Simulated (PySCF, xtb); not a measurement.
C₂H₆GeSi, SMILES C1=[CH][GeH2][SiH2]1.

GFN2-xTB (xtb) at its own geometry gives an orbital gap of 3.67 eV and a dipole moment of 1.59 D.

Coordinates come from a B3LYP-D3(BJ)/def2-SVP optimisation. The structure was generated by enumeration, and PubChem lists no compound with its InChIKey, so it may never have been made.

What does M06-2X/def2-TZVP (PySCF) give? (An estimate is asked for; the answer gives what the named calculation found.)

gap 8.80 eV (levels -8.50 and 0.29 eV), dipole 0.32 D.
